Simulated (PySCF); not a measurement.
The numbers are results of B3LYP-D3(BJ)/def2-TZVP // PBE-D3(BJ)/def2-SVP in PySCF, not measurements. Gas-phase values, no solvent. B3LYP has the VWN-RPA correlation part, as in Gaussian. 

Reference species: [Sc(Cl)2(F)] (neutral, multiplicity 1).

| Quantity | Value |
|---|---|
| LUMO | -3.49 eV |
| charge on the central atom (meta-Löwdin) | 1.37 e |

Changed species: [Sc(Cl)3] (0 of 3 Cl replaced by F; the reference has 1 of 3 Cl replaced by F).

### Question
What does the change do to the LUMO and charge on the central atom (meta-Löwdin)?

### Answer
the LUMO falls by 0.15 eV, to -3.64 eV; the charge on the central atom (meta-Löwdin) drops by 0.11 e, to 1.26 e.
